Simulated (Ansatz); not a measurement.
Stepwise reaction of `C#CB(C)C` with hydrogen fluoride, as a gas-phase model of exchange steps in deposition or etching. ΔE in kJ/mol; ΔG adds harmonic PBE0-D4 terms to CCSD(T)/CBS, at 1 bar.

Program: Ansatz. Geometries: PBE0-D4/def2-TZVP. ΔE: electronic, gas phase. CCSD(T)/CBS adds triple-zeta CCSD(T) − MP2 to the extrapolated MP2 energy (def2 sets, frozen cores). This one scheme is used for every species. DFT in def2-TZVPP. B3LYP here is the variant with VWN-RPA as its local correlation; programs differ in this.

| step | reaction | PBE-D4 | B3LYP-D4 | ωB97M-V | CCSD(T)/CBS | ΔG(400 K) |
| --- | --- | --- | --- | --- | --- | --- |
| 1 | `C#CB(C)C` + H–F → `C#CB(C)F` + CH₄ | -138.2 | -147.4 | -145.5 | -137.7 | -136.8 |

(1) Give the row of step 2, `C#CB(C)F` + H–F → `C#CB(F)F` + CH₄. (Estimate.)

(2) By hand: ΔE of the 2 steps together at CCSD(T)/CBS.

## Answers

(1) The calculation gave: 
```tsv
step	reaction	PBE-D4	B3LYP-D4	ωB97M-V	CCSD(T)/CBS	ΔG(400 K)
2	`C#CB(C)F` + H–F → `C#CB(F)F` + CH₄	-138.7	-147.9	-145.0	-139.2	-126.7
```

(2) (-137.7) + (-139.2) = -276.9 kJ/mol, or -138.4 kJ/mol a step.

In ΔE the steps differ by no more than 1.5 kJ/mol. All are downhill at CCSD(T)/CBS. ΔG lies between -136.8 and -126.7 kJ/mol a step. PBE-D4 differs from CCSD(T)/CBS by -0.5 to 0.5 kJ/mol a step. Isolated molecules leave out the surface, adducts and barriers. Largest T1 diagnostic: 0.014.
